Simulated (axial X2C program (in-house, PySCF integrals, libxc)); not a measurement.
**Correcting the dissociation energy of InO for spin–orbit coupling**

A spin-free PBE0 curve (one-electron X2C) was computed with an axial X2C code built on PySCF integrals, basis In dyall-cv3z [11s12p9d4f1g], O dyall-av3z [7s6p3d2f] (cores contracted in-house), for the state M_S = 1/2, Λ = 0 (beyond evenly filled blocks: σα). It gives D0 = 3.444 eV to In + O, which in a spin-free picture are the weighted means of the ground terms.

Measured levels of the ground terms (NIST Handbook of Basic Atomic Spectroscopic Data), in cm⁻¹: In 2P: J = 1/2 at 0, J = 3/2 at 2212.6; O 3P: J = 2 at 0, J = 1 at 158.3, J = 0 at 227.

The molecular state has Λ = 0, so it has no first-order lowering.

(1) How far does each ground level lie under the (2J+1)-weighted mean of its term?

(2) Correct D0.

Second-order spin–orbit effects in the molecule, which grow quickly with Z, are left out. The state is a single determinant with fixed occupations, the lowest that a limited PBE0 search found. De is counted from the lowest determinant-based energies of the atoms at the same level, without counterpoise correction. PBE0 can misorder states that lie within some tenths of an eV, so this need not be the ground state of the molecule. The nearest other spin-free determinant of the search, M_S = 1/2, Λ = 1, lies 0.33 eV up at the distance of the search.

## Answers

(1) In: (2 × 0 + 4 × 2212.6)/6 = 1475 cm⁻¹; O: (5 × 0 + 3 × 158.3 + 1 × 227)/9 = 78 cm⁻¹.

(2) D0 = 3.444 + (0 − 1553)/8065.5 = 3.251 eV at PBE0 with these spin–orbit terms.
